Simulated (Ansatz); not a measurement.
The inner images of a band of Cl4FH3NTa (10 atoms, charge 0, multiplicity 1) are given out of order.

All numbers below come from Ansatz, RKS PBE/def2-SVP.

Initial state:

```xyz
10
Properties=species:S:1:pos:R:3
Ta -0.099 0.066 0.194
F 1.767 0.416 0.461
Cl -0.413 0.380 2.505
Cl 0.342 -0.129 -2.109
N -1.029 1.749 -0.144
H -1.446 2.329 0.591
H -1.173 2.145 -1.078
Cl -1.735 -1.610 0.114
Cl 1.497 -2.529 0.739
H 2.536 -1.744 0.814
```

Final state:

```xyz
10
Properties=species:S:1:pos:R:3
Ta -0.298 -0.408 0.213
F 1.913 0.456 0.477
Cl -0.467 0.073 2.504
Cl 0.276 -0.430 -2.063
N -0.785 1.489 -0.075
H -0.963 2.156 0.684
H -0.693 1.973 -0.976
Cl -2.272 -1.562 0.020
Cl 1.287 -2.228 0.672
H 2.249 -0.447 0.632
```

Question: Put them in order from the first end to the last, with their energies above the first end.
A.
```xyz
10
Properties=species:S:1:pos:R:3
Ta -0.119 -0.082 0.203
F 1.786 0.369 0.496
Cl -0.425 0.209 2.514
Cl 0.398 -0.283 -2.079
N -0.923 1.657 -0.127
H -1.296 2.260 0.612
H -0.996 2.080 -1.058
Cl -1.882 -1.609 0.051
Cl 1.536 -2.360 0.745
H 2.168 -1.168 0.730
```
B.
```xyz
10
Properties=species:S:1:pos:R:3
Ta -0.113 0.007 0.197
F 1.764 0.386 0.471
Cl -0.411 0.273 2.514
Cl 0.363 -0.232 -2.093
N -0.978 1.720 -0.136
H -1.370 2.314 0.601
H -1.090 2.130 -1.070
Cl -1.812 -1.600 0.087
Cl 1.539 -2.477 0.746
H 2.354 -1.449 0.771
```
C.
```xyz
10
Properties=species:S:1:pos:R:3
Ta -0.194 -0.297 0.215
F 1.963 0.309 0.517
Cl -0.388 0.195 2.499
Cl 0.386 -0.288 -2.057
N -0.861 1.543 -0.094
H -1.183 2.183 0.643
H -0.901 2.004 -1.011
Cl -2.067 -1.609 0.036
Cl 1.332 -2.272 0.684
H 2.159 -0.695 0.657
```
D.
```xyz
10
Properties=species:S:1:pos:R:3
Ta -0.147 -0.209 0.211
F 1.894 0.298 0.526
Cl -0.417 0.205 2.502
Cl 0.409 -0.272 -2.065
N -0.881 1.585 -0.109
H -1.246 2.203 0.626
H -0.944 2.028 -1.033
Cl -1.961 -1.625 0.030
Cl 1.450 -2.275 0.716
H 2.089 -0.866 0.683
```
E.
```xyz
10
Properties=species:S:1:pos:R:3
Ta -0.251 -0.364 0.214
F 1.958 0.384 0.498
Cl -0.404 0.137 2.500
Cl 0.346 -0.346 -2.055
N -0.829 1.509 -0.080
H -1.086 2.163 0.668
H -0.813 1.985 -0.990
Cl -2.184 -1.582 0.025
Cl 1.283 -2.258 0.667
H 2.226 -0.557 0.642
```

Answer: B (+2.0 kJ/mol), A (+10.7 kJ/mol), D (+25.2 kJ/mol), C (+19.2 kJ/mol), E (+14.5 kJ/mol).

Run time: 3.5 min on 4 threads of Arm Neoverse V1, on a shared host, peak memory 0.26 GiB.
